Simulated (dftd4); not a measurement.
Cl2Hg (SMILES [Cl][Hg][Cl]), singlet, geometry from GFN2-xTB (such geometries of metal compounds can be far from the true shape); D4 for pbe0 (dftd4).

Here is a job for dftd4.
```
$ dftd4 mol.xyz --func pbe0 --charge 0 --json dftd4.json --noedisp

# file mol.xyz
3

Hg     0.00000000     0.00000000     0.00000000
Cl     0.00000000     0.00000000     2.30126892
Cl    -0.00000000    -0.00000000    -2.30126892
```

Output, abridged:

```
                    ____  _____ _____     ____  _  _
      -------------|  _ \|  ___|_   _|---|  _ \| || |------------
     |             | | | | |_    | | ___ | | | | || |_           |
     |             | |_| |  _|   | ||___|| |_| |__   _|          |
     |             |____/|_|     |_|     |____/   |_|            |
     |             ===================================           |
     |            E. Caldeweyher, S. Ehlert & S. Grimme          |
     |          Mulliken Center for Theoretical Chemistry        |
     |                    University of Bonn                     |
      -----------------------------------------------------------

Rational (Becke-Johnson) damping: pbe0-D4-ATM
---------------------
  s6         1.0000
  s8         1.2007
  s9         1.0000
  a1         0.4009
  a2         5.0293
 alp        16.0000
--------------------

Dispersion energy:      -2.4407638069714E-03 Eh

[Info] JSON dump of results written to 'dftd4.json'
```
